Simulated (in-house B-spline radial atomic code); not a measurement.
Radial electron density of Co²⁺, [Ar] 3d7. Method: non-relativistic r2SCAN0, spin-polarised, spherical fractional occupations, exact exchange averaged over the configuration, point nucleus. Calculated with a B-spline radial code for spherical atoms.

Columns: r (bohr), 4πr²n(r) (electrons per bohr), bar.

```
 0.00263    1.008 #
 0.00315    1.406 ##
 0.00377    1.947 ##
 0.00451    2.677 ###
 0.00541     3.67 ####
 0.00648     4.97 ######
 0.00776    6.653 ########
  0.0093    8.795 ###########
  0.0111    11.37 ##############
  0.0134    14.65 ##################
   0.016    18.17 ######################
  0.0192    22.05 ###########################
   0.023    25.86 ###############################
  0.0275    29.16 ###################################
   0.033    31.53 ######################################
  0.0395    32.44 #######################################
  0.0473    31.73 #######################################
  0.0567    29.68 ####################################
  0.0679    27.18 #################################
  0.0814    25.54 ###############################
  0.0975    25.98 ################################
   0.117    28.87 ###################################
    0.14    33.03 ########################################
   0.168    36.16 ############################################
   0.201    35.72 ###########################################
   0.241    30.89 ######################################
   0.288    23.57 #############################
   0.346       17 #####################
   0.414    14.42 ##################
   0.496    15.69 ###################
   0.594    18.06 ######################
   0.712    18.42 ######################
   0.853    15.77 ###################
    1.02    11.38 ##############
    1.22    7.012 #########
    1.47    3.674 ####
    1.76    1.756 ##
    2.11    0.754 #
    2.52   0.2921 
    3.02  0.09293 
    3.62  0.02302
```

On this grid the curve has 3 maxima, near 0.0395, 0.168, 0.712 bohr.

The 3p down radial function P(r) = rR(r), positive near the nucleus:

| r (bohr) | P |
| --- | --- |
| 0.00263 | 0.00143 |
| 0.00377 | 0.002894 |
| 0.00541 | 0.00583 |
| 0.00776 | 0.01162 |
| 0.0111 | 0.02273 |
| 0.016 | 0.04422 |
| 0.023 | 0.08317 |
| 0.033 | 0.1497 |
| 0.0473 | 0.254 |
| 0.0679 | 0.3966 |
| 0.0975 | 0.5463 |
| 0.14 | 0.6134 |
| 0.201 | 0.4571 |
| 0.288 | -0.01315 |
| 0.414 | -0.6789 |
| 0.594 | -1.144 |
| 0.853 | -1.09 |
| 1.22 | -0.6645 |
| 1.76 | -0.2448 |
| 2.52 | -0.04995 |
| 3.62 | -0.004349 |
